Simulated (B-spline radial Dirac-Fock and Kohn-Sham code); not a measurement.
**The Na-like isoelectronic sequence (11 electrons), Z = 66 to 78**

Calculated with a radial B-spline solver, using Dirac-Fock ΔSCF + Breit + QED. Binding energies in eV, tabulated ground configurations ([Ne] 3s1 throughout). The model has no electron correlation.

| ion | 2p1/2 | 2p3/2 | outermost level | NIST ionisation energy |
| --- | --- | --- | --- | --- |
| Dy⁵⁵⁺ | 12754.0 | 11932.5 | 5411.6 (3s) | 5412 ± 5 |
| Ho⁵⁶⁺ | 13224.0 | 12344.6 | 5611.2 (3s) | 5611 ± 5 |
| Er⁵⁷⁺ | ? | ? | ? | ? |
| Tm⁵⁸⁺ | 14195.6 | 13190.3 | 6023.1 (3s) | 6023 ± 6 |
| Yb⁵⁹⁺ | 14697.6 | 13624.0 | 6235.6 (3s) | 6236 ± 7 |
| Lu⁶⁰⁺ | 15210.5 | 14064.9 | 6452.5 (3s) | 6452 ± 10 |
| Hf⁶¹⁺ | 15734.6 | 14513.1 | 6673.9 (3s) | 6674 ± 12 |
| Ta⁶²⁺ | 16270.0 | 14968.6 | 6899.9 (3s) | 6900 ± 15 |
| W⁶³⁺ | 16817.0 | 15431.4 | 7130.5 (3s) | 7130 ± 7 |
| Re⁶⁴⁺ | 17375.8 | 15901.5 | 7365.8 (3s) | 7366 ± 24 |
| Os⁶⁵⁺ | 17946.6 | 16378.9 | 7605.8 (3s) | 7610 ± 30 |
| Ir⁶⁶⁺ | 18529.6 | 16863.6 | 7850.8 (3s) | 7850 ± 40 |
| Pt⁶⁷⁺ | 19125.1 | 17355.7 | 8100.6 (3s) | 8100 ± 40 |

Question: Fill in the row of Er⁵⁷⁺.

Answer: 2p1/2 13704.5, 2p3/2 12763.8, outermost 5814.9 (3s), NIST 5815 ± 6 eV.

NIST's values are for the lowest levels; a dash marks a value that is missing or belongs to another shell. Their kind here: semi-empirical, theoretical.
